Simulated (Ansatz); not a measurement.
Computed with Ansatz on PBE0-D4/def2-TZVP structures; ΔE is electronic, products minus reactants. CCSD(T)/CBS adds triple-zeta CCSD(T) − MP2 to the extrapolated MP2 energy (def2 sets, frozen cores). This one scheme is used for every species. DFT in def2-TZVPP. Elements past krypton have def2 core potentials. For Sn outer-core shells are correlated without core-valence functions, which leaves a few kJ/mol of doubt a bond. One conformer a species, not always the lowest.

Reaction (cleavage of the Sn–B bond): `[BH2][SnH2][OH]` + H₂S → `[OH][SnH2][SH]` + BH₃

(1) Is it downhill or uphill in electronic energy at CCSD(T)/CBS, and by how much? (Estimate.)

(2) What do these levels give: r2SCANh-D4, PBE, PBE0, LC-ωPBE, HF/def2-SVP, MP2/def2-SVP? (Estimate.)

Largest T1 diagnostic among the species: 0.014.

Results:

(1) Computed: Downhill: ΔE = -77.4 kJ/mol.

(2) Computed: r2SCANh-D4 -78.3, PBE -70.9, PBE0 -73.5, LC-ωPBE -72.5, HF/def2-SVP -81.1, MP2/def2-SVP -81.3 kJ/mol.

In def2-TZVPP, CCSD(T) changes the Hartree–Fock value by +12.7 kJ/mol (the triples alone add −1.1 kJ/mol) and MP2 by +4.6 kJ/mol. At CCSD(T), def2-SVP lies +5.2 kJ/mol from the extrapolated value and def2-TZVPP +4.6 kJ/mol.
